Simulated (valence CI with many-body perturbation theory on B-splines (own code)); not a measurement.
# Rh5+: calculated level list

Computed by valence CI with perturbative core correlation (CI+MBPT): four valence electrons over a frozen Dirac-Fock core [Kr], radial functions for each j: 7 s, 7 p, 8 d, 6 f, 4 g, 1 h, with the one-electron correlation potential Σ1 (screened to all orders), the two-electron term Σ2, the three-electron term Σ3, Breit, model QED; selected single and double excitations, second order for the rest, scaled by the run's own slope (own B-spline code, finite nucleus).

No measured spectrum was set against this ion. As an estimate, terms of the open shell hold to 2 to 4 % of their energy, and close levels can change places; different configurations can be misplaced against each other by 1,000 to 8,000 cm⁻¹. Only levels of the ground parity were solved; by the run's estimate the other parity begins above the list, which can be wrong where configurations are misplaced.

Levels 1 to 31 of 31, with energies above the lowest level, 4d4 5D_0. "Leading %" is the weight of the configuration and term that name the level; weights of strongly mixed levels are sums over their largest components and can fall short, so below about 35 % the name and the second component can differ from the true leading terms, or belong to a minority configuration. In the jj column 3d3/2^4 stands for four electrons in 3d with j = 3/2. Lifetimes count E1, E2, E3, M1 and M2 decay at the calculated energies, and are blank where another channel may lead or the interval is too uncertain; long ones can be off by a factor of two.

```tsv
No.	Configuration	Term	J	E (cm⁻¹)	Leading %	Lifetime	g	Leading jj
1	4d4	5D	0	0.0	95			4d3/2^2 4d5/2^2 (57 %)
2	4d4	5D	1	705	97	54.5 s	1.500	4d3/2^3 4d5/2 (63 %)
3	4d4	5D	2	1826	98	12.8 s	1.498	4d3/2^2 4d5/2^2 (67 %)
4	4d4	5D	3	3174	98	8.92 s	1.496	4d3/2^2 4d5/2^2 (50 %)
5	4d4	5D	4	4657	97	11.5 s	1.494	4d3/2 4d5/2^3 (40 %)
6	4d4	3P	0	18690	88	74.6 ms		4d3/2^4 (53 %)
7	4d4	3H	4	18952	79	1.76 s	0.857	4d3/2^3 4d5/2 (59 %)
8	4d4	3H	5	20572	89	8.88 s	1.050	4d3/2^2 4d5/2^2 (90 %)
9	4d4	3H	6	21800	94	28.1 s	1.157	4d3/2^2 4d5/2^2 (63 %)
10	4d4	3P	1	21955	94	92.7 ms	1.476	4d3/2^2 4d5/2^2 (40 %)
11	4d4	3G	3	22275	51	258 ms	0.915	4d3/2^2 4d5/2^2 (58 %)
12	4d4	3F	2	23012	95	272 ms	0.684	4d3/2^2 4d5/2^2 (53 %)
13	4d4	3F	4	23515	58	161 ms	1.137	4d3/2 4d5/2^3 (39 %)
14	4d4	3P	2	26031	87	184 ms	1.460	4d3/2^2 4d5/2^2 (48 %)
15	4d4	3F	3	26086	51	249 ms	0.925	4d3/2 4d5/2^3 (67 %)
16	4d4	3G	4	26308	61	430 ms	1.090	4d3/2^2 4d5/2^2 (75 %)
17	4d4	3G	5	27399	89	608 ms	1.183	4d3/2 4d5/2^3 (89 %)
18	4d4	1I	6	30874	94	394 ms	1.009	4d3/2 4d5/2^3 (63 %)
19	4d4	3D	3	30989	95	183 ms	1.322	4d3/2 4d5/2^3 (41 %)
20	4d4	3D	2	31632	78	147 ms	1.176	4d3/2 4d5/2^3 (30 %)
21	4d4	3D	1	32268	96	133 ms	0.527	4d3/2 4d5/2^3 (60 %)
22	4d4	1G	4	33972	79	107 ms	1.023	4d5/2^4 (48 %)
23	4d4	1S	0	37573	91	73.5 ms		4d3/2 4d5/2^3 (64 %)
24	4d4	1D	2	39756	83	100 ms	1.019	4d3/2^2 4d5/2^2 (43 %)
25	4d4	1F	3	43280	89	158 ms	1.012	4d3/2 4d5/2^3 (58 %)
26	4d4	3P	2	49951	94	98.0 ms	1.475	4d3/2^2 4d5/2^2 (55 %)
27	4d4	3F	4	50953	94		1.240	4d3/2^2 4d5/2^2 (74 %)
28	4d4	3F	2	51286	95	63.5 ms	0.686	4d3/2^2 4d5/2^2 (53 %)
29	4d4	3F	3	51846	91		1.079	4d3/2 4d5/2^3 (85 %)
30	4d4	3P	1	52925	98		1.498	4d3/2 4d5/2^3 (86 %)
31	4d4	3P	0	54491	97			4d5/2^4 (57 %)
```

Names give the largest LS component (configuration and term), which can be under half, so a name can repeat, a term be missing and a line seem to break the LS rules; names also repeat where a configuration has a term twice.

The ionisation energy to 4d3 4F_3/2 of the next ion comes out as 79.899 eV (NIST: 80 ± 2 eV (theoretical)). All 31 levels together are meant to be complete up to 56779 cm⁻¹.
